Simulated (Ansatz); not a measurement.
Mg4H14S4. Charge 0, multiplicity 1. Geometry r2SCAN-D4/def2-SVP.

```xyz
22

Mg    0.583    0.736    3.240
S    -1.093    2.185    1.349
Mg    1.899    0.510   -1.402
S     2.136    0.293    1.207
S    -1.374   -1.099   -3.221
Mg   -1.507    0.756   -1.048
Mg    1.752   -2.091    0.349
S    -0.982   -1.550    0.373
H     1.257    1.557    4.587
H    -0.777   -0.220    2.625
H    -1.310    3.458    0.919
H    -2.296    2.093    1.957
H     0.191    1.216   -1.389
H     3.159    1.101   -2.413
H     3.441    0.402    1.538
H    -0.191   -0.828   -3.817
H    -2.083   -0.301   -4.050
H    -3.167    1.111   -1.322
H     2.173   -3.611    1.003
H     1.457   -1.363   -1.328
H    -1.836   -1.881    1.363
H    -1.434   -2.476   -0.520
```

HSE06 is defined as in plane-wave codes, on full-range PBE exchange.

(1) Estimate the orbital energies around the gap (eV) in Ansatz with HF/STO-3G, PBE-D4/def2-TZVP, PBE-D4/def2-TZVPD, r2SCAN-D4/def2-TZVP, HSE06-D4/def2-TZVP.

Results:

(1) 
| orbital | HF/STO-3G | PBE-D4/def2-TZVP | PBE-D4/def2-TZVPD | r2SCAN-D4/def2-TZVP | HSE06-D4/def2-TZVP |
| --- | --- | --- | --- | --- | --- |
| HOMO−13 | -12.42 | -10.42 | -10.43 | -10.85 | -11.43 |
| HOMO−12 | -11.63 | -10.32 | -10.33 | -10.73 | -11.32 |
| HOMO−11 | -11.21 | -9.21 | -9.23 | -9.56 | -10.22 |
| HOMO−10 | -10.50 | -8.93 | -8.95 | -9.29 | -9.89 |
| HOMO−9 | -9.74 | -8.19 | -8.21 | -8.55 | -9.11 |
| HOMO−8 | -9.43 | -8.15 | -8.17 | -8.50 | -9.05 |
| HOMO−7 | -8.80 | -7.72 | -7.74 | -8.06 | -8.60 |
| HOMO−6 | -7.74 | -7.40 | -7.42 | -7.72 | -8.24 |
| HOMO−5 | -7.31 | -6.94 | -6.96 | -7.28 | -7.75 |
| HOMO−4 | -7.15 | -6.47 | -6.49 | -6.71 | -7.20 |
| HOMO−3 | -6.51 | -6.12 | -6.13 | -6.36 | -6.89 |
| HOMO−2 | -6.20 | -5.97 | -5.99 | -6.23 | -6.74 |
| HOMO−1 | -5.97 | -5.65 | -5.66 | -5.88 | -6.39 |
| HOMO | -5.46 | -5.63 | -5.65 | -5.87 | -6.35 |
| LUMO | 9.33 | -2.08 | -2.14 | -1.88 | -1.57 |
| LUMO+1 | 10.53 | -1.74 | -1.84 | -1.50 | -1.26 |
| LUMO+2 | 10.84 | -1.67 | -1.75 | -1.44 | -1.14 |
| LUMO+3 | 11.00 | -1.58 | -1.70 | -1.27 | -1.10 |
| LUMO+4 | 11.18 | -1.39 | -1.58 | -1.01 | -0.93 |
| LUMO+5 | 11.70 | -1.15 | -1.37 | -0.72 | -0.74 |
